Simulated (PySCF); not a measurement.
Ge²⁶⁺: ionisation energy

Ge²⁶⁺ [He] 2s2 2p2 (3P) → Ge²⁷⁺ [He] 2s2 2p1 (2P), as a difference of total energies. All numbers are calculated (PySCF 2.14, no relativity, point nucleus, in an uncontracted even-tempered set (17 s from 7 bohr⁻², ratio 2.2; 11 p from 9.1 bohr⁻², ratio 2.2; 6 d from 38 bohr⁻², ratio 2.4; 5 f from 56 bohr⁻², ratio 2.4; 4 g from 85 bohr⁻², ratio 2.4)). Correlated levels: nothing frozen; virtual orbitals above 40 to 60 times the deepest correlated orbital energy dropped. The calculations carry no spin-orbit coupling.

| method | ionisation energy (eV) |
| --- | --- |
| UHF | 2712.7 |
| LDA | 2710.7 |
| PBE | 2712.1 |
| PBE0 | 2712.5 |
| r2SCAN | 2714.5 |
| TPSSh | 2712.2 |
| B2PLYP | 2712.9 |
| MP2 (all electrons) | 2712.2 |
| SCS-MP2 (all electrons) | 2711.7 |

Spin-orbit coupling is strong in these open shells (close to jj coupling). The scalar numbers leave it out and a first-order estimate fails, so it can dominate the gap to the real levels.

The gap to the reference is mostly relativistic.

For comparison: 2737.1 ± 2.3 eV (semi-empirical (NIST evaluation); NIST Atomic Spectra Database, ionization energies).
